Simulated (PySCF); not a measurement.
**Spinor energies of O⁴⁺ (oxygen, charge +4)**

Start: [He] 2s2. Calculated with PySCF 2.14 in x2c-TZVPall-2c: generalised Hartree-Fock with the X2C-1e Hamiltonian and a Gaussian nucleus; one run each with spin-orbit coupling (SO) switched off, then screened by Boettger's factors.

| spinor shell | electrons | ε, spin-free (eV) | ε, screened SO (eV) | weight of nominal j (screened SO) | rms radius, screened SO (bohr) |
| --- | --- | --- | --- | --- | --- |
| 1s1/2 | 2 | -669.75 | -669.75 | 1.000 | 0.228 |
| 2s1/2 | 2 | -111.39 | -111.39 | 1.000 | 1.01 |

```tsv
quantity	spin-free	screened SO
E (hartree)	-68.30820	-68.30820
M_J	0	0
⟨J²⟩	0.000	0.000
⟨L²⟩	0.000	0.000
⟨S²⟩	0.000	0.000
```

Without spin-orbit coupling the j labels of p, d and f shells carry no meaning; the spin-free column gives the mean over the occupied spinors of each nl shell.
